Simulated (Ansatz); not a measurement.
A made-up structure of InBH$_{3}$Cl, singlet:

B1  (-0.889, 0.190, -0.895)
In2  (0.419, -0.003, 0.905)
Cl3  (2.475, -0.942, 0.206)
H4  (-1.607, -0.704, -1.231)
H5  (-0.857, 1.172, -1.574)
H6  (3.659, -1.539, 0.318)
(Å)

It is relaxed with PBE-D4/def2-SVP and then PBE0-D4/def2-TZVP (Ansatz 0.2.0). Atoms count as bonded within 1.22 times the sum of their covalent radii (H–H: 0.88 Å). The end point is not checked to be a true minimum.

Q: Does its bonding change? (Judge from chemistry; the calculation decides.)

A: The calculation gives: Yes. Formed: none; broken: In2–Cl3.

Where it ends: The first stage lowers the energy by 1.58 eV in 11 steps. It ends as a complex of InBH₂ ([BH2][In]) + HCl:
```json
{"atom": "B1", "x (Å)": "-0.8001", "y (Å)": "0.1698", "z (Å)": "-0.8256"}
{"atom": "In2", "x (Å)": "0.2683", "y (Å)": "0.1194", "z (Å)": "1.3433"}
{"atom": "Cl3", "x (Å)": "2.5878", "y (Å)": "-1.1801", "z (Å)": "-0.4869"}
{"atom": "H4", "x (Å)": "-1.4754", "y (Å)": "-0.7321", "z (Å)": "-1.2569"}
{"atom": "H5", "x (Å)": "-0.7251", "y (Å)": "1.1045", "z (Å)": "-1.5847"}
{"atom": "H6", "x (Å)": "3.3447", "y (Å)": "-1.3066", "z (Å)": "0.5388"}
```

Labels in which every atom is bracketed show which atoms are joined, not bond orders.

For scale, one of the runs: PBE0-D4/def2-TZVP relaxation, 136 basis functions, launched by `ansatz run in.yaml --threads 2 --pin off --events-out ev --progress --plain --max-ram 4352MiB`. The run took about 25 s on 2 CPU threads of an Arm Neoverse V1 (shared host).
